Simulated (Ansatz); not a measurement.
Reactions of C2H7ClSi2 (`C=C[SiH2][SiH2]Cl`).

Gas-phase electronic energies from Ansatz, PBE0-D4/def2-TZVP geometries. CCSD(T)/CBS adds triple-zeta CCSD(T) − MP2 to the extrapolated MP2 energy (def2 sets, frozen cores). This one scheme is used for every species. Functionals use def2-TZVPP. B3LYP here is the variant with VWN-RPA as its local correlation; programs differ in this. One conformer a species, not always the lowest.

```json
{"reaction": "`C=C[SiH2][SiH2]Cl` + H₂O → `O[SiH2][SiH2]Cl` + `C=C`", "CCSD(T)/CBS(def2) (eV)": "-0.78"}
{"reaction": "`C=C[SiH2][SiH2]Cl` + CH₃OH → `CO[SiH2][SiH2]Cl` + `C=C`", "CCSD(T)/CBS(def2) (eV)": "?"}
{"reaction": "`C=C[SiH2][SiH2]Cl` + `[SiH3]S` → `[SiH3]S[SiH2]Cl` + `C=C[SiH3]`", "CCSD(T)/CBS(def2) (eV)": "-0.72"}
{"reaction": "`C=C[SiH2][SiH2]Cl` + `N[SiH3]` → `[SiH3]N[SiH2][SiH2]Cl` + `C=C`", "CCSD(T)/CBS(def2) (eV)": "-0.54"}
{"reaction": "`C=C[SiH2][SiH2]Cl` + `BN` → `BN[SiH2]C=C` + `[SiH3]Cl`", "CCSD(T)/CBS(def2) (eV)": "-0.47"}
{"reaction": "`C=C[SiH2][SiH2]Cl` + `OC=S` → `C=CC(O)=S` + `[SiH3][SiH2]Cl`", "CCSD(T)/CBS(def2) (eV)": "?"}
{"reaction": "`C=C[SiH2][SiH2]Cl` + `CNC` → `CNC[SiH2]Cl` + `C=C[SiH3]`", "CCSD(T)/CBS(def2) (eV)": "0.11"}
```

(1) Fill in the missing values. (Best estimate.)

Largest T1 diagnostic: 0.018, for `C=CC(O)=S`.

Answers

(1) Computed: `C=C[SiH2][SiH2]Cl` + CH₃OH → `CO[SiH2][SiH2]Cl` + `C=C`: -0.84 eV; `C=C[SiH2][SiH2]Cl` + `OC=S` → `C=CC(O)=S` + `[SiH3][SiH2]Cl`: -0.22 eV.
